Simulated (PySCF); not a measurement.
# Adding and removing an electron: SrH

UHF-MP2; Sr def2-TZVP with ECP28, H def2-TZVP; scalar-relativistic core potentials (PySCF 2.14). Neutral (UHF): doublet (σ ↑), Re = 2.174 Å, ωe = 1174 cm⁻¹, De = 1.21 eV.

SrH⁺ (RHF): singlet (closed shell), Re = 2.047 Å, ωe = 1402 cm⁻¹, De = 1.52 eV to Sr⁺ + H. The energies at the minima are -31.05990 hartree for SrH and -30.86883 for SrH⁺.

Problem. Work out the adiabatic ionisation energy, without and with harmonic zero-point energies (1 hartree = 27.2114 eV, 1 eV = 8065.5 cm⁻¹), and the change of the bond length.

Solution. At MP2: 0.19107 hartree = 5.199 eV between the minima; the zero-point term (1402.0 − 1174.0)/2 cm⁻¹ = +0.014 eV makes it 5.213 eV. Re changes by -12.7 pm against the neutral. The electron leaves a σ orbital, and the shorter bond of the ion fits an antibonding orbital, or a change in how ionic the bond is.

Correlated steps freeze no core orbitals. For an ion De counts to the pair picked by the measured ionisation energies or electron affinities, which need not be the lowest pair at this level. Where the molecule has an RHF reference, its open-shell atoms are computed with UHF. States were picked by a PBE0 search and need not be the measured ground states.

Neutral and ion stand on different kinds of reference determinant, which adds to the error of the difference.
